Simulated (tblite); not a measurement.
Species: C₇H₁₁FOSi.
Numbering: `[F:1][C@@H:2]1[CH2:3][O:4][CH2:5][Si@:6]12[CH:7]=[CH:8][CH2:9][CH2:10]2` (hydrogens: H11 on C2; H12, H13 on C3; H14, H15 on C5; H16 on C7; H17 on C8; H18, H19 on C9; H20, H21 on C10)

Computed geometry: GFN2-xTB, gas phase.

Task: What internal coordinates does the optimisation give?

Result: 
```
   bond  length (Å)
  F1–C2       1.384
  C2–C3       1.530
  C3–O4       1.403
  O4–C5       1.423
 C5–Si6       1.923
 Si6–C7       1.871
  C7=C8       1.329
  C8–C9       1.495
 C9–C10       1.535
 C2–Si6       1.931
Si6–C10       1.904
 C2–H11       1.094
 C3–H12       1.091
 C3–H13       1.101
 C5–H14       1.089
 C5–H15       1.099
 C7–H16       1.077
 C8–H17       1.082
 C9–H18       1.092
 C9–H19       1.094
C10–H20       1.086
C10–H21       1.089
```

A selection of angles:
```
      angle  degrees
   F1–C2–C3    109.9
  F1–C2–Si6    113.1
  F1–C2–H11    105.8
  C3–C2–Si6    102.5
  C3–C2–H11    111.2
 Si6–C2–H11    114.5
   C2–C3–O4    110.0
  C2–C3–H12    113.1
  C2–C3–H13    107.8
  O4–C3–H12    106.4
  O4–C3–H13    110.7
 H12–C3–H13    108.9
   C3–O4–C5    111.0
  O4–C5–Si6    104.4
  O4–C5–H14    106.1
  O4–C5–H15    109.6
 Si6–C5–H14    116.1
 Si6–C5–H15    112.2
 H14–C5–H15    108.1
  C5–Si6–C7    119.2
 C5–Si6–C10    120.7
 C7–Si6–C10     92.4
  C2–Si6–C5     90.4
  C2–Si6–C7    119.1
 C2–Si6–C10    117.8
  Si6–C7–C8    109.8
 Si6–C7–H16    128.2
  C8–C7–H16    122.1
   C7–C8–C9    119.4
  C7–C8–H17    123.4
  C9–C8–H17    117.2
  C8–C9–C10    110.9
  C8–C9–H18    109.9
  C8–C9–H19    107.9
 C10–C9–H18    111.2
 C10–C9–H19    110.2
 H18–C9–H19    106.7
 C9–C10–H20    110.8
 C9–C10–H21    109.3
 Si6–C10–C9    104.8
Si6–C10–H20    114.7
Si6–C10–H21    110.3
H20–C10–H21    106.9
```

Torsions: F1–C2–C3–O4 -155° (antiperiplanar); C2–C3–O4–C5 53° (synclinal); C3–O4–C5–Si6 -42° (synclinal); O4–C5–Si6–C7 141° (anticlinal); C5–Si6–C7–C8 119° (anticlinal); Si6–C7–C8–C9 -1° (synperiplanar); C7–C8–C9–C10 12° (synperiplanar); C8–C9–C10–Si6 -17° (synperiplanar); F1–C2–Si6–C5 127° (anticlinal); C5–Si6–C10–C9 -112° (anticlinal).

The 5-membered ring C2–C3–O4–C5–Si6 has internal angles of 90.4° to 111.0° (sum 518°, against 540° for a flat polygon); it is puckered, 0.18 Å rms from its mean plane, widest ring torsion 53°. The 5-membered ring Si6–C7–C8–C9–C10 has internal angles of 92.4° to 119.4°; it is puckered, 0.08 Å rms from its mean plane, widest ring torsion 17°. The 4 C–C bonds span 1.329 Å (C7=C8, drawn double) to 1.535 Å (C9–C10, drawn single), a spread of 0.206 Å. The 4 C–Si bonds span 1.871 Å (Si6–C7, drawn single) to 1.931 Å (C2–Si6, drawn single), a spread of 0.060 Å. The C–O distances run from 1.403 Å (C3–O4, drawn single) to 1.423 Å (O4–C5, drawn single), a spread of 0.020 Å. Si6 (four-coordinate silicon) has angles from 90.4° to 120.7°.

Point group: C1 (no symmetry element, even within 0.4 Å). Its GFN2-xTB frequencies are all real (lowest 52 cm⁻¹). One conformer, not necessarily the lowest. 2 starts were optimised and ended at 0.00 and 0.60 kcal/mol (GFN2-xTB); the lowest of these is shown.
